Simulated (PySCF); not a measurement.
# Dipole response of Rh (rhodium, neutral)

[Kr] 4d7 5s2, high-spin 4F determinant (an excited configuration). All numbers are calculated (PySCF 2.14, scalar relativity by spin-free X2C-1e, in aug-cc-pVTZ-DK (9s8p6d3f2g, 102 functions)). Coupled (time-dependent) response in atomic units; α is the mean over directions.

```csv
method,mean α (bohr³),C₆ (like pair),S(−4)
r2SCANh,66.19,721.4,1938
```

S(−4) is the Cauchy moment in α(ω) = α(0) + S(−4) ω² + …

Spin-orbit coupling is absent.

α(iu) at r2SCANh:

| u (hartree) | α(iu) (bohr³) |
| --- | --- |
| 0 | 66.19 |
| 0.0500 | 61.78 |
| 0.100 | 52.13 |
| 0.200 | 33.94 |
| 0.300 | 23.03 |
| 0.500 | 13.10 |
| 0.750 | 8.217 |
| 1.00 | 5.853 |
| 1.50 | 3.528 |
| 2.00 | 2.391 |
| 3.00 | 1.312 |
| 5.00 | 0.5655 |

A single London oscillator, α(iu) = α/(1 + u²/ω²), gives C₆ = (3/4) ω α². Matching the computed C₆ needs ω = 4 × 721.4 / (3 × 66.19²) = 0.220 hartree.
